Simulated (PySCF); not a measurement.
K(Cl) anion (ClK), SMILES [Cl][K] (connectivity only; charge and spin as stated), charge -1, multiplicity 2. Coordinates come from a PBE-D3(BJ)/def2-TZVPD optimisation. The spin state was assumed, not searched.

All values below come from PBE-D3(BJ)/def2-TZVPD (PySCF).

Harmonic wavenumbers (cm⁻¹): 200. Rotational constants (GHz): 3.332 (linear); symmetry number 1.

Q: Work out the zero-point energy and the ideal-gas rigid-rotor harmonic-oscillator thermochemistry at 298.15 K and 1 atm.

A: ZPE = ½ Σ hcν = ½ × 200 cm⁻¹ = 0.29 kcal/mol. H − E(el) = 2.71 kcal/mol. Entropy in cal/(mol K): translation 38.84, rotation 16.95, vibration 2.13, spin 1.38, total 59.30. G − E(el) = -14.97 kcal/mol. Cp = 8.80 cal/(mol K).
